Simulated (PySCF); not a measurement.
# Correlation energy of N (nitrogen, neutral)

[He] 2s2 2p3, high-spin 4S determinant. Computed with PySCF 2.14 in dyall-av3z (15s9p3d2f, 71 functions), with scalar relativity by spin-free X2C-1e. Frozen: 1s2; 5 electrons correlated; the 14 highest virtual orbitals of each spin left out.

MP2 pair energies summed by pair of shells (mhartree):

```tsv
pair	energy	share (%)
2s-2p	-64.87	64.8
2p-2p	-23.53	23.5
2s-2s	-11.69	11.7
```

Total MP2 correlation energy: -100.09 mhartree.

Same-spin part -30.28 and opposite-spin part -69.81 mhartree; SCS-MP2 scales them by 1/3 and 6/5 to -93.86 mhartree.
